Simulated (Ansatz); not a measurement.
## Nudged elastic band run: C3H6SiTe

The input (input.yaml):

```yaml
crystal:
  periodic: [false, false, false]
  atoms:
    - { symbol: C, position_ang: [-1.619521, 0.805316, 1.970892] }
    - { symbol: C, position_ang: [-0.764982, 0.007222, 1.589386] }
    - { symbol: Si, position_ang: [0.507304, -1.160736, 0.961474] }
    - { symbol: Te, position_ang: [0.257485, -1.528449, -1.515326] }
    - { symbol: C, position_ang: [0.446302, 0.602049, -1.983886] }
    - { symbol: H, position_ang: [-2.372864, 1.50334, 2.313672] }
    - { symbol: H, position_ang: [1.860062, -0.597546, 1.30193] }
    - { symbol: H, position_ang: [0.338161, -2.506147, 1.608698] }
    - { symbol: H, position_ang: [0.260839, 0.700296, -3.068841] }
    - { symbol: H, position_ang: [-0.313314, 1.167276, -1.414935] }
    - { symbol: H, position_ang: [1.466027, 0.950379, -1.742364] }
basis:
  gaussian: { orbitals: def2-SVP }
hamiltonian:
  xc: pbe
neb:
  order_check: false
  images: 5
  f_tol: 0.05
  max_iterations: 60
  final_atoms:
    - { symbol: C, position_ang: [-1.33303945, 1.34053716, 2.0416874] }
    - { symbol: C, position_ang: [-0.71824533, 0.27957345, 1.65293943] }
    - { symbol: Si, position_ang: [0.4077864, -1.08129771, 1.03488654] }
    - { symbol: Te, position_ang: [0.05686182, -1.46257492, -1.41905878] }
    - { symbol: C, position_ang: [0.39701307, 0.64197781, -1.92268355] }
    - { symbol: H, position_ang: [-1.9577914, 0.26896606, 1.56045238] }
    - { symbol: H, position_ang: [1.78551865, -0.59651869, 1.38762459] }
    - { symbol: H, position_ang: [0.09955084, -2.3704903, 1.7392984] }
    - { symbol: H, position_ang: [0.09820471, 0.75985129, -2.98072392] }
    - { symbol: H, position_ang: [-0.23663641, 1.27562578, -1.27566757] }
    - { symbol: H, position_ang: [1.46627609, 0.88735008, -1.7980549] }
  initial_path:
    images:
      - { positions_ang: [[-1.619521, 0.805316, 1.970892], [-0.764982, 0.007222, 1.589386], [0.507304, -1.160736, 0.961474], [0.257485, -1.528449, -1.515326], [0.446302, 0.602049, -1.983886], [-2.372864, 1.50334, 2.313672], [1.860062, -0.597546, 1.30193], [0.338161, -2.506147, 1.608698], [0.260839, 0.700296, -3.068841], [-0.313314, 1.167276, -1.414935], [1.466027, 0.950379, -1.742364]] }
      - { positions_ang: [[-1.60912519, 0.79197872, 2.03150344], [-0.78458012, 0.0185648, 1.62579132], [0.46385494, -1.14285581, 0.97894869], [0.18915374, -1.49929707, -1.47810604], [0.3892725, 0.61198046, -1.91764717], [-2.02682685, 1.3223808, 1.8159878], [1.83461697, -0.58013369, 1.27164171], [0.34247559, -2.46379593, 1.64686107], [0.2305333, 0.75206229, -2.98267145], [-0.36854833, 1.18715384, -1.33767628], [1.40467246, 0.94496159, -1.63393308]] }
      - { positions_ang: [[-1.59872939, 0.77864143, 2.09211487], [-0.80417824, 0.02990761, 1.66219664], [0.42040588, -1.12497561, 0.99642337], [0.12082248, -1.47014514, -1.44088609], [0.33224299, 0.62191191, -1.85140834], [-1.68078969, 1.1414216, 1.31830359], [1.80917194, -0.56272139, 1.24135341], [0.34679018, -2.42144486, 1.68502414], [0.2002276, 0.80382857, -2.89650189], [-0.42378267, 1.20703169, -1.26041756], [1.34331792, 0.93954418, -1.52550215]] }
      - { positions_ang: [[-1.58833358, 0.76530415, 2.15272631], [-0.82377636, 0.04125041, 1.69860197], [0.37695681, -1.10709542, 1.01389806], [0.05249121, -1.4409932, -1.40366613], [0.27521349, 0.63184337, -1.78516951], [-1.33475254, 0.9604624, 0.82061939], [1.78372691, -0.54530908, 1.21106512], [0.35110478, -2.37909379, 1.72318721], [0.1699219, 0.85559486, -2.81033234], [-0.479017, 1.22690953, -1.18315885], [1.28196338, 0.93412677, -1.41707123]] }
      - { positions_ang: [[-1.50323554, 0.95704849, 2.11571334], [-0.78859935, 0.12069142, 1.68338112], [0.38723334, -1.09849619, 1.02089422], [0.05394808, -1.44818711, -1.40879701], [0.31581335, 0.63522152, -1.83100752], [-1.54243216, 0.72996362, 1.06723038], [1.78432416, -0.56237895, 1.26991828], [0.26725346, -2.37622596, 1.72855761], [0.14601617, 0.82368034, -2.86712953], [-0.39822347, 1.24314828, -1.21399509], [1.34340095, 0.91853454, -1.54406579]] }
      - { positions_ang: [[-1.41813749, 1.14879283, 2.07870037], [-0.75342234, 0.20013244, 1.66816027], [0.39750987, -1.08989695, 1.02789038], [0.05540495, -1.45538101, -1.4139279], [0.35641321, 0.63859966, -1.87684554], [-1.75011178, 0.49946484, 1.31384138], [1.78492141, -0.57944882, 1.32877143], [0.18340215, -2.37335813, 1.73392801], [0.12211044, 0.79176582, -2.92392673], [-0.31742994, 1.25938703, -1.24483133], [1.40483852, 0.90294231, -1.67106035]] }
      - { positions_ang: [[-1.33303945, 1.34053716, 2.0416874], [-0.71824533, 0.27957345, 1.65293943], [0.4077864, -1.08129771, 1.03488654], [0.05686182, -1.46257492, -1.41905878], [0.39701307, 0.64197781, -1.92268355], [-1.9577914, 0.26896606, 1.56045238], [1.78551865, -0.59651869, 1.38762459], [0.09955084, -2.3704903, 1.7392984], [0.09820471, 0.75985129, -2.98072392], [-0.23663641, 1.27562578, -1.27566757], [1.46627609, 0.88735008, -1.7980549]] }
```

Run as:

```bash
$ ansatz run input.yaml --threads 2 --pin off --max-ram 3072MiB --backend cpu --events-out ev --progress --plain --runs-dir out
```

Output, in part (warnings, iteration lines, the closing report on the highest movable image, with atoms numbered from 0):

```
NEB end point (image 0): max|allowed force component| = 1.594e-2 eV/Å (the criterion of neb.relax_end_points is 1.000e-2)
NEB end point (image 6): max|allowed force component| = 1.163e-2 eV/Å (the criterion of neb.relax_end_points is 1.000e-2)
NEB iter   1: max|band force component| = 3.285e1 eV/Å  barrier→ = 6.4882 eV  barrier← = 4.5545 eV  Δτ_max = 0.1987 Å  (208 SCF iters)
NEB iter   2: max|band force component| = 3.032e0 eV/Å  barrier→ = 2.2022 eV  barrier← = 0.2685 eV  Δτ_max = 0.1976 Å  (164 SCF iters)
NEB iter   3: max|band force component| = 1.097e0 eV/Å  barrier→ = 2.1530 eV  barrier← = 0.2194 eV  Δτ_max = 0.2000 Å  (149 SCF iters)
NEB iter   4: max|band force component| = 1.997e0 eV/Å  barrier→ = 2.0614 eV  barrier← = 0.1278 eV  Δτ_max = 0.1040 Å  (150 SCF iters)
NEB iter   5: max|band force component| = 1.674e0 eV/Å  barrier→ = 2.0656 eV  barrier← = 0.1320 eV  Δτ_max = 0.1016 Å  (151 SCF iters)
NEB iter   6: max|band force component| = 1.055e0 eV/Å  barrier→ = 2.0728 eV  barrier← = 0.1391 eV  Δτ_max = 0.1004 Å  (150 SCF iters)
NEB iter   7: max|band force component| = 8.611e-1 eV/Å  barrier→ = 2.0947 eV  barrier← = 0.1611 eV  Δτ_max = 0.0998 Å  (150 SCF iters)
NEB iter   8: max|band force component| = 4.928e-1 eV/Å  barrier→ = 2.0900 eV  barrier← = 0.1564 eV  CI = image 3  Δτ_max = 0.1990 Å  (148 SCF iters)
NEB iter   9: max|band force component| = 1.434e0 eV/Å  barrier→ = 2.0239 eV  barrier← = 0.0903 eV  CI = image 3  Δτ_max = 0.1047 Å  (155 SCF iters)
NEB iter  10: max|band force component| = 4.031e-1 eV/Å  barrier→ = 2.0103 eV  barrier← = 0.0767 eV  CI = image 3  Δτ_max = 0.2000 Å  (148 SCF iters)
NEB iter  11: max|band force component| = 9.904e-1 eV/Å  barrier→ = 2.0055 eV  barrier← = 0.0719 eV  CI = image 4  Δτ_max = 0.1006 Å  (157 SCF iters)
NEB iter  12: max|band force component| = 6.464e-1 eV/Å  barrier→ = 2.0047 eV  barrier← = 0.0710 eV  CI = image 4  Δτ_max = 0.1068 Å  (152 SCF iters)
NEB iter  13: max|band force component| = 1.108e0 eV/Å  barrier→ = 2.0037 eV  barrier← = 0.0701 eV  CI = image 4  Δτ_max = 0.0514 Å  (153 SCF iters)
NEB iter  14: max|band force component| = 9.595e-1 eV/Å  barrier→ = 2.0026 eV  barrier← = 0.0689 eV  CI = image 4  Δτ_max = 0.0500 Å  (151 SCF iters)
NEB iter  15: max|band force component| = 8.744e-1 eV/Å  barrier→ = 2.0020 eV  barrier← = 0.0684 eV  CI = image 4  Δτ_max = 0.0998 Å  (155 SCF iters)
NEB iter  16: max|band force component| = 8.291e-1 eV/Å  barrier→ = 2.0017 eV  barrier← = 0.0680 eV  CI = image 4  Δτ_max = 0.1982 Å  (152 SCF iters)
NEB iter  17: max|band force component| = 2.114e-1 eV/Å  barrier→ = 2.0014 eV  barrier← = 0.0678 eV  CI = image 4  Δτ_max = 0.0655 Å  (150 SCF iters)
NEB iter  18: max|band force component| = 1.555e-1 eV/Å  barrier→ = 2.0016 eV  barrier← = 0.0680 eV  CI = image 4  Δτ_max = 0.0427 Å  (153 SCF iters)
NEB iter  19: max|band force component| = 1.730e-1 eV/Å  barrier→ = 2.0013 eV  barrier← = 0.0677 eV  CI = image 4  Δτ_max = 0.0213 Å  (149 SCF iters)
NEB iter  20: max|band force component| = 6.796e-2 eV/Å  barrier→ = 2.0010 eV  barrier← = 0.0673 eV  CI = image 4  Δτ_max = 0.0311 Å  (157 SCF iters)
NEB iter  21: max|band force component| = 1.215e-1 eV/Å  barrier→ = 2.0007 eV  barrier← = 0.0670 eV  CI = image 4  Δτ_max = 0.0155 Å  (154 SCF iters)
NEB iter  22: max|band force component| = 5.626e-2 eV/Å  barrier→ = 2.0007 eV  barrier← = 0.0671 eV  CI = image 4  Δτ_max = 0.0316 Å  (154 SCF iters)
NEB iter  23: max|band force component| = 3.025e-1 eV/Å  barrier→ = 2.0005 eV  barrier← = 0.0669 eV  CI = image 4  Δτ_max = 0.0155 Å  (152 SCF iters)
NEB iter  24: max|band force component| = 1.422e-1 eV/Å  barrier→ = 2.0002 eV  barrier← = 0.0666 eV  CI = image 4  Δτ_max = 0.0312 Å  (158 SCF iters)
NEB iter  25: max|band force component| = 6.142e-2 eV/Å  barrier→ = 2.0000 eV  barrier← = 0.0664 eV  CI = image 4  Δτ_max = 0.0364 Å  (156 SCF iters)
NEB iter  26: max|band force component| = 8.216e-2 eV/Å  barrier→ = 1.9998 eV  barrier← = 0.0662 eV  CI = image 4  Δτ_max = 0.0182 Å  (155 SCF iters)
NEB iter  27: max|band force component| = 4.858e-2 eV/Å  barrier→ = 1.9997 eV  barrier← = 0.0660 eV  CI = image 4  Δτ_max = 0.0000 Å  (312 SCF iters)
Total energy: -18362.56602646 eV, -674.8118548781 hartree
Atom 0 at    -1.717711     0.688064     2.646128 Å, force    -0.006500     0.008830    -0.001048 eV/Å
Atom 1 at    -0.883174     0.043911     1.911186 Å, force     0.004943    -0.008303     0.006230 eV/Å
Atom 2 at     0.379226    -1.019694     1.023860 Å, force     0.003362     0.002443    -0.006487 eV/Å
Atom 3 at    -0.203677    -1.372752    -1.391639 Å, force    -0.004195     0.000609     0.000366 eV/Å
Atom 4 at     0.438539     0.632268    -2.000260 Å, force     0.002883     0.000384    -0.000923 eV/Å
Atom 5 at    -1.670405     0.838560     1.343470 Å, force    -0.001561    -0.002651     0.001292 eV/Å
Atom 6 at     1.724722    -0.359420     1.137946 Å, force    -0.001606     0.001003    -0.000813 eV/Å
Atom 7 at     0.376210    -2.353899     1.709880 Å, force     0.001267    -0.001392     0.000496 eV/Å
Atom 8 at     0.382150     0.647595    -3.104311 Å, force     0.000129    -0.000520     0.000070 eV/Å
Atom 9 at    -0.240603     1.395375    -1.580693 Å, force     0.000946     0.000070    -0.000189 eV/Å
Atom 10 at     1.480224     0.802992    -1.674867 Å, force     0.000332    -0.000474     0.001007 eV/Å
Dipole moment:     0.420641    -0.071140    -0.634654 e Å
```

The run converged. A vibrational analysis at the climbing image gives one clearly imaginary mode, 132i cm⁻¹: a first-order saddle point.

Final band:

```csv
image,path coordinate (Å),energy (kcal/mol)
0,0.00,0.0
1,0.57,1.4
2,1.14,10.4
3,1.70,33.5
4,2.26,46.1
5,3.04,45.2
6,3.82,44.6
```

Run time: 5.9 min on 2 threads of Arm Neoverse V1, on a shared host, peak memory 0.16 GiB.
